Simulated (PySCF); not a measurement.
## [NbBr6]2-: what the settings change

[NbBr6]2-: Nb(IV) (d1), charge -2. The structure is a PBE0-D3(BJ)/def2-SVP, IEF-PCM water geometry optimised for multiplicity 2; coordination octahedral, point group Oh, metal–donor distances 2.59 Å.

The d shell alone is too small an active space for [NbBr6]2- (an active orbital has only 0.62 squared overlap with the free ion's shell): its levels, fitted parameters, g values and moments show what this model gives and aren't sound predictions.

```
7

Nb    0.0000    0.0000    0.0000
Br    0.0000    0.0000    2.5883
Br    0.0000    0.0000   -2.5883
Br    2.5883    0.0000    0.0000
Br   -2.5883    0.0000    0.0000
Br    0.0000    2.5883    0.0000
Br    0.0000   -2.5883    0.0000
```

Method (PySCF 2.14, density fitting): CASSCF(1,5) with orbitals averaged over all microstates of the shell, strongly contracted NEVPT2 on the averaged canonical orbitals; basis x2c-TZVPall on the metal, x2c-SVPall elsewhere; spin-free X2C; IEF-PCM water; spin-orbit coupling by state interaction with the mean-field operator over all roots.

Base run: NEVPT2 ground state 2T2g, next 2Eg at 23062, 10Dq(NEVPT2) 23062, ζ 421 cm⁻¹, μeff(300 K) 1.10 μB.

Task: What happens with the basis x2c-TZVPall on all atoms?

Result: NEVPT2 ground state 2T2g, next 2Eg at 22310, 10Dq(NEVPT2) 22310, ζ 423 cm⁻¹, μeff(300 K) 1.10 μB. It took 200 s against 150 s on a shared host of the same kind.

No frequencies were computed for the optimised geometry. Charge-transfer states lie outside this active space and may come lower than some of these levels. The ground state is orbitally degenerate in this regular structure, which would distort (Jahn–Teller), so its moment is that of the undistorted model. NEVPT2 on the d shell alone tends to put d–d bands too high for such charged or covalently bound ions. The geometry optimisation stopped short of its thresholds.
